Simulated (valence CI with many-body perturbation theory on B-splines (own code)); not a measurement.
# Which ion has this spectrum?

A relativistic CI+MBPT calculation for an atom or ion with 41 electrons gives these levels (cm⁻¹):

```csv
J,Parity,E,g
5/2,even,0.0,1.45
5/2,even,70174,1.31
7/2,even,104169,1.16
3/2,even,107523,1.22
11/2,even,111016,1.13
9/2,even,121059,1.15
5/2,even,126821,1.14
1/2,even,132361,1.81
7/2,even,142662,1.10
5/2,even,174542,1.25
3/2,even,177379,0.79
7/2,even,192858,1.22
11/2,even,197691,1.08
9/2,even,202640,1.15
```

The energies are calculated, and their last digits are not significant.

(1) Which is it?
A. Yb29+
B. Tm28+
C. Hf31+
D. Ta32+

Results:

(1) A. Yb29+, ground level (4d3/2^4 4d5/2) J=5/2.
